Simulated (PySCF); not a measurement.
## Tc²⁺: excitation energy

Tc²⁺ [Kr] 4d5 (6S) → Tc²⁺ [Kr] 4d4 5s1 (6D), as a difference of total energies. All numbers are calculated (PySCF 2.14, scalar relativity through the core potential, in aug-cc-pVDZ-PP with ECP28MDF (5s5p4d2f, 54 functions)). Correlated levels: valence: 4s2 4p6 frozen. The calculations carry no spin-orbit coupling.

```tsv
method	excitation energy (eV)
UHF	5.878
MP2 (valence)	5.988
SCS-MP2 (valence)	5.915
CCSD (valence)	5.981
CCSD(T) (valence)	5.981
```

Q: How much does correlation contribute at CCSD(T) (valence)?

A: 5.981 − (5.878) = 0.103 eV, measured against UHF.
